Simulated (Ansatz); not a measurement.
One change: `C[N](C)[Al]([SH])[Br]` becomes `C[N](C)[AlH][SH]`.

Ansatz, PBE0-D4/def2-TZVP geometries, multiplicity 1. Each molecule was computed in one conformer, which needn't be the lowest.

Scalar relativity is left out up to krypton.

| property | `C[N](C)[Al]([SH])[Br]` |
| --- | --- |
| size of the dipole moment (ωB97M-V/def2-TZVPP) / D | 1.37 |
| HOMO energy (ωB97M-V/def2-TZVPP) / eV | -8.96 |
| LUMO energy (PBE/def2-TZVPP) / eV | -1.28 |
| HOMO–LUMO gap (PBE/def2-TZVPP) / eV | 4.14 |
| HOMO energy (PBE0/def2-TZVPP) / eV | -6.68 |
| LUMO energy (ωB97M-V/def2-TZVPP) / eV | 1.21 |

(1) What does the change do to each property? (Estimate.)

## Answers

(1) Computed: 
```
                                          property  `C[N](C)[AlH][SH]`  shift
size of the dipole moment (ωB97M-V/def2-TZVPP) / D                2.07   0.70
             HOMO energy (ωB97M-V/def2-TZVPP) / eV               -8.80   0.16
                 LUMO energy (PBE/def2-TZVPP) / eV               -1.15   0.13
               HOMO–LUMO gap (PBE/def2-TZVPP) / eV                4.15   0.01
                HOMO energy (PBE0/def2-TZVPP) / eV               -6.54   0.14
             LUMO energy (ωB97M-V/def2-TZVPP) / eV                1.18  -0.03
```

Dipoles are sizes alone; their direction can turn.

Spin–orbit coupling is left out; it splits and shifts lone-pair levels of the heavy atoms by tenths of an eV.
